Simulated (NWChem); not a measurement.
# BH2I; SMILES BI

```xyz
4

B      0.0000     0.0000    -1.8270
H      0.0000     1.0626    -2.3881
H      0.0000    -1.0626    -2.3881
I      0.0000     0.0000     0.2774
```
Atoms are numbered in this order, from 1.

Program: NWChem. Coordinates come from a PBE0/def2-SVP optimisation. def2 effective core potentials on I; no spin-orbit coupling. Static field.

Q: Order these by “anisotropy (bohr³)”, lowest first: B3LYP/def2-SVPD; LC-BLYP (range parameter 0.33 per bohr)/def2-SVPD; LDA (Slater exchange, VWN5)/def2-SVPD.

A: LC-BLYP (range parameter 0.33 per bohr)/def2-SVPD (21.4), B3LYP/def2-SVPD (22.3), LDA (Slater exchange, VWN5)/def2-SVPD (23.8)
